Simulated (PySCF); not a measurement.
C4H6ClF, SMILES C(/F)(CC)=C/Cl. The structure is a stationary point at ωB97X-D3(BJ)/def2-SVP. The structure was generated by enumeration; whether it is a known compound was not checked. The values are those of a single conformer.

### Question
Give the equilibrium geometry at ωB97X-D3(BJ)/def2-SVP (PySCF confirms it by a frequency run) as bond lengths and angles. (The exact figures need the calculation; the answer reports its results.)

### Answer
One answer among several that fit: 
Atoms: C1 C2 C3 F4 C5 Cl6 H7 H8 H9 H10 H11 H12. Bonds (Å): C1–C2 1.532, C1–H7 1.100, C1–H8 1.101, C1–H9 1.100, C2–C3 1.497, C2–H10 1.104, C2–H11 1.101, C3–F4 1.339, C3–C5 1.334, C5–Cl6 1.724, C5–H12 1.090. Angles (°): C2–C1–H7 110.6, C2–C1–H8 110.9, C2–C1–H9 110.8, H7–C1–H8 108.0, H7–C1–H9 108.2, H8–C1–H9 108.3, C1–C2–C3 112.4, C1–C2–H10 109.8, C1–C2–H11 111.0, C3–C2–H10 107.9, C3–C2–H11 108.6, H10–C2–H11 107.0, C2–C3–F4 113.5, C2–C3–C5 126.2, F4–C3–C5 120.3, C3–C5–Cl6 122.8, C3–C5–H12 121.2, Cl6–C5–H12 116.0.
Charge 0, spin multiplicity 1.
